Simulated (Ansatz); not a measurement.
System: sum formula Si$_{2}$H$_{3}$Cl$_{3}$ (charge 0, singlet). SMILES: [SiH3][Si](Cl)(Cl)Cl
Structure (B3LYP-D3(BJ)/def2-TZVP (Ansatz, a first-principles code) minimum search):
```xyz
8

Si    -2.2044     0.1564    -0.5742
Si     0.0475    -0.0034     0.0124
Cl     0.9774    -1.4810    -1.0731
Cl     0.2477    -0.4492     2.0093
Cl     1.0201     1.7710    -0.3513
H     -2.8575    -1.1389    -0.2842
H     -2.8218     1.2369     0.2256
H     -2.2920     0.4675    -2.0178
```
Charge 0, spin multiplicity 1.

Wanted: vertical triplet-singlet gap (E(triplet) - E(singlet); each state is the SCF solution reached for its spin; the molecule has degenerate orbitals, so one determinant may break the symmetry), in kJ/mol. Valence correlation only, unless marked. UHF or UKS for open shells. Spin-orbit coupling is left out. Non-relativistic. CBS(X,Y): correlation extrapolated as X^-3; Hartree-Fock from the larger set. The bracket is a focal-point correction in the basis named.

```tsv
level	program	vertical triplet-singlet gap (kJ/mol)
HF/aug-cc-pV(D+d)Z	Ansatz	615.6
HF/aug-cc-pV(T+d)Z	Ansatz	600.9
SVWN5/def2-TZVPD	Ansatz	540.3
PBE/def2-TZVPD	Ansatz	532.6
```

### Question
What does RI-MP2/CBS(aug-cc-pV(T+d)Z,aug-cc-pV(Q+d)Z)+[CCSD(T)-MP2]/aug-cc-pV(T+d)Z (Ansatz) give?

### Answer
608.1 kJ/mol, so PBE/def2-TZVPD differs from it by -75.5 kJ/mol.
